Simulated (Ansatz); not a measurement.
The cluster ZrCu₄⁺. Charge 1, multiplicity 2. Geometry PBE-D4/def2-SVP; atoms count from 1.

```csv
atom,x (Å),y (Å),z (Å)
Zr1,1.106,-0.366,-0.975
Cu2,-0.900,1.192,-1.287
Cu3,0.260,1.180,0.853
Cu4,-1.196,-0.870,-0.027
Cu5,0.731,-1.136,1.436
```

In the def2 sets Zr takes a core potential; there is no spin–orbit coupling. The charge 1 doublet is spin-contaminated (final ⟨S²⟩ up to 0.94, 0.75 for a pure state). At PBE0-D4/def2-TZVP a quartet of charge 1 lies 0.16 eV below the doublet, each at its own geometry. The structure comes from a short search, and lower isomers may exist.

(1) Estimate the Mulliken populations from the PBE0/def2-TZVP orbitals of Ansatz.

(2) Where does the spin sit?

(3) And the Mayer bond orders between heavy atoms (over 0.3)?

Results:

(1) 
| atom | charge (e) | spin (α − β) | d electrons |
| --- | --- | --- | --- |
| Zr1 | 0.46 | 0.95 | 2.61 |
| Cu2 | 0.10 | 0.04 | 9.83 |
| Cu3 | 0.17 | -0.03 | 9.81 |
| Cu4 | 0.17 | -0.01 | 9.81 |
| Cu5 | 0.10 | 0.04 | 9.83 |
Mulliken values depend strongly on the basis.

(2) Summed by element: Zr 0.95, Cu 0.05, of 1 unpaired in all. Largest on single atoms: Zr1 0.95, Cu5 0.04, Cu2 0.04.

(3) Zr1–Cu2 0.87 (2.56 Å); Zr1–Cu3 0.85 (2.54 Å); Zr1–Cu4 0.87 (2.54 Å); Zr1–Cu5 0.87 (2.56 Å); Cu2–Cu3 0.31 (2.43 Å); Cu2–Cu4 0.31 (2.43 Å); Cu3–Cu5 0.31 (2.43 Å); Cu4–Cu5 0.31 (2.43 Å).
